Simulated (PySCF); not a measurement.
Adding and removing an electron: CoO

TPSS; Co def2-TZVPPD, O def2-TZVPPD; no relativity (PySCF 2.14). Neutral (UKS): quartet (π ↑↑, δ ↑), Re = 1.628 Å, ωe = 878 cm⁻¹, HOMO -5.19 eV, LUMO -4.64 eV.

CoO⁺ (UKS): quintet (σ ↑, π ↑↑, δ ↑), Re = 1.628 Å, ωe = 827 cm⁻¹. The energies at the minima are -1458.03904 hartree for CoO and -1457.72521 for CoO⁺.

(1) Work out the adiabatic ionisation energy, without and with harmonic zero-point energies (1 hartree = 27.2114 eV, 1 eV = 8065.5 cm⁻¹), and the change of the bond length.

De is left out where the level can put another filling of the metal’s s and d shells below the measured ground configuration, by anything from nothing to about 1 eV. The state is the lowest single determinant that the PBE0 search found; with open d or f shells the true ground state can be another one.

Results:

(1) At TPSS: 0.31383 hartree = 8.540 eV between the minima; the zero-point term (827.0 − 878.0)/2 cm⁻¹ = -0.003 eV makes it 8.537 eV. Re changes by +0.0 pm against the neutral. The electron leaves a σ orbital; in so polar a molecule the change of length follows mostly from the change of the ionic charges.
